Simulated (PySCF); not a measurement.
**Iodine: highly charged ions in a basis for the neutral atom**

I(22+) [Ar] 3d10 4s2 4p1, I(23+) [Ar] 3d10 4s2. All numbers are calculated (PySCF 2.14, scalar relativity by spin-free X2C-1e, in x2c-SVPall (6s5p3d, 36 functions)). No spin-orbit coupling, so a gap to NIST mixes the basis error with missing relativistic terms.

Changed run: basis of the neutral atom used for a highly charged ion. This setting is unsound on purpose.

```csv
species,method,sound run (hartree),changed run (hartree),converged
I(22+),UHF,not run,-6896.29774,yes
I(22+),TPSS,not run,-6897.82716,yes
I(22+),MN15,not run,-6902.50658,yes
I(23+),UHF,not run,-6871.80316,yes
I(23+),TPSS,not run,-6873.28106,yes
I(23+),MN15,not run,-6877.90978,yes
```

Ionisation energy of I(22+):

```
method  changed run (eV)  NIST (eV)
   UHF            666.53    683 ± 4
  TPSS            667.93    683 ± 4
  MN15            669.31    683 ± 4
```

The contracted functions were made for the neutral atom and can be too rigid for a highly charged ion.
